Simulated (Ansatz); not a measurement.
Relaxation of the cluster ReS2 with UKS PBE0-D4/def2-TZVP.

```sh
$ ansatz run in.yaml --threads 2 --pin off --events-out ev --progress --plain --max-ram 4352MiB
```

```yaml
crystal:
  periodic: [false, false, false]
  atoms:
    - {symbol: Re, position_ang: [-0.789710, 0.205040, 0.019220]}
    - {symbol: S, position_ang: [-0.043810, -1.761280, -0.331530]}
    - {symbol: S, position_ang: [0.833520, 1.556240, 0.312300]}
basis:
  gaussian: {orbitals: def2-TZVP}
magnetization: {spin_polarized: true, initial_magnetization: 1}
hamiltonian: {xc: pbe0, dispersion: d4}
scf: {lower_state_search: "off"}
output: {orbitals: {seedname: orbitals}}
relax: {f_tol: 0.02, max_steps: 100}
```

It took 9 s on 2 threads of AMD EPYC 9R14 on a shared host.

Positions (Å) and forces (eV/Å) at steps 1, 2, 3, 4 of 4:

```xyz
3
step=1 energy=-23794.0728 eV
Re   -0.790    0.205    0.019    2.734   -0.707   -0.066
S    -0.044   -1.761   -0.332   -1.013    1.689    0.292
S     0.834    1.556    0.312   -1.721   -0.982   -0.226
3
step=2 energy=-23794.1826 eV
Re   -0.637    0.165    0.016   -1.616    0.418    0.039
S    -0.131   -1.783   -0.338    0.551   -1.179   -0.208
S     0.768    1.617    0.322    1.065    0.761    0.169
3
step=3 energy=-23794.2387 eV
Re   -0.703    0.183    0.017    0.381   -0.098   -0.009
S    -0.094   -1.778   -0.336   -0.119    0.319    0.057
S     0.797    1.595    0.319   -0.262   -0.220   -0.048
3
step=4 energy=-23794.2422 eV
Re   -0.698    0.181    0.017    0.004   -0.001    0.000
S    -0.095   -1.771   -0.335    0.001    0.012    0.002
S     0.793    1.589    0.318   -0.005   -0.011   -0.002
```

In the def2 sets Re takes a core potential; there is no spin–orbit coupling. The charge 0 doublet is spin-contaminated (final ⟨S²⟩ up to 1.38, 0.75 for a pure state). At PBE0-D4/def2-TZVP a quartet of charge 0 lies 0.49 eV below the doublet, each at its own geometry. The structure comes from a short search, and lower isomers may exist.
